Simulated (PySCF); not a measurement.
Compound: C7H8N2 (charge +1 and doublet state).
Atom-mapped SMILES: `[CH3:1][C+:2]=[C:3][C@@H:4]([C:5]#[N:6])/[CH:7]=[N:8]/[CH3:9]` (hydrogens: H10, H11, H12 on C1; H13 on C4; H14 on C7; H15, H16, H17 on C9)

Cartesian coordinates in Å at the GFN2-xTB level; atoms count from 1:
```
atom  x, y, z in Å
C1     3.3415   -0.3823   -0.9339
C2     2.1958   -0.3343   -0.0910
C3     1.2378   -0.3024    0.6483
C4     0.1077   -0.1951    1.5431
C5     0.0088    1.1834    2.0082
N6    -0.0585    2.2617    2.3640
C7    -1.1824   -0.5851    0.8168
N8    -1.9512    0.2552    0.3528
C9    -3.1538    0.3996   -0.3139
H10    4.1484    0.1964   -0.4757
H11    3.1194    0.0591   -1.9057
H12    3.6878   -1.4092   -1.0529
H13    0.2468   -0.8573    2.4092
H14   -1.3143   -1.6711    0.7483
H15   -3.7776    1.0995    0.2503
H16   -2.9606    0.8390   -1.2956
H17   -3.7028   -0.5451   -0.4328
```

The hyperfine couplings belong to this conformer and change with its torsions.

Level of theory: UKS B3LYP, pcH-1 on C H N, non-relativistic, mean-field spin-orbit, GIAO (PySCF). One conformer (not necessarily the lowest) at the GFN2-xTB geometry, without solvent, vibrations or thermal averaging. A GFN2-xTB geometry isn't a minimum of the functional, and hyperfine couplings can be far from their values at a DFT geometry, by a factor of two or more for some ions and for spin on atoms past the first row. Stability of the SCF solution: not tested.

Computed for the main isotopes (class means, splittings of 0.05 mT or more): g = 2.0038; H14 1H +184.8 MHz (6.59 mT); H15/H16/H17 1H +81.2 MHz (2.90 mT); N8 14N +80.8 MHz (2.88 mT); H10/H11/H12 1H +22.6 MHz (0.80 mT); H13 1H +8.6 MHz (0.31 mT); 192 first-order lines, 23.76 mT wide. Two of these splittings differ by less than 0.03 mT, so with lines wider than that fewer lines would be seen.

(1) What changes when 1H at H15/H16/H17 is replaced by 2H at all these sites?

(2) What changes when 14N at N8 is replaced by 15N?

(3) Where do the 13C satellites of C4 appear, and how strong are they?

(4) Give position and intensity of the satellites from 13C at C7.

## Answers

(1) At a fixed geometry a is proportional to g_N: 0.85744/5.58569 = 0.1535, so a goes from +81.2 to +12.5 MHz (0.445 mT). The spin goes from 1/2 to 1, so the 1:3:3:1 quartet becomes a 1:3:6:7:6:3:1 septet. The spectrum then has 336 first-order lines over 17.74 mT.

(2) Only the nuclear moment changes in this model. The ratio of g factors is -0.56638/0.40376 = -1.4028, so a goes from +80.8 to -113.3 MHz (4.040 mT). The spin goes from 1 to 1/2, so the 1:1:1 triplet becomes a 1:1 doublet. The spectrum then has 128 first-order lines over 22.04 mT.

(3) a = +35.7 MHz, or 1.27 mT in magnitude, and I = 1/2, so to first order each main line has two satellites, at ±0.64 mT. The isotope's abundance is about 1.07 %, shared among 2 lines, so each has 0.54 % of the main line's intensity.

(4) a = +9.7 MHz, or 0.35 mT in magnitude, and I = 1/2, so to first order each main line has two satellites, at ±0.17 mT. The isotope's abundance is about 1.07 %, shared among 2 lines, so each has 0.54 % of the main line's intensity.

Means are taken over nuclei equivalent by connectivity, which assumes that they swap fast. The three 1H nuclei of mean +81.2 MHz run from 7.2 to 171.8 MHz in the frozen geometry. The three 1H nuclei of mean +22.6 MHz run from 0.0 to 35.8 MHz in the frozen geometry.

The SMILES draws the unpaired electron on C3; the largest computed Mulliken spin population is on N8 (0.62 against 0.08).
